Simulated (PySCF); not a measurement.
ScF2, SMILES [F][Sc+][F], charge +1. Coordinates come from a PBE0-D3(BJ)/def2-TZVP optimisation. The spin state was assumed, not searched. The isomer is the one that the SMILES or the coordinates give; other isomers of the formula were not compared.

Computed equilibrium geometry at PBE0-D3(BJ)/def2-TZVP (PySCF confirms it by a frequency run) as a Z-matrix, and its point group:
point group C2v.
```
Sc
F 1 1.7564
F 1 1.7564 2 114.29
```
Charge +1, spin multiplicity 1.
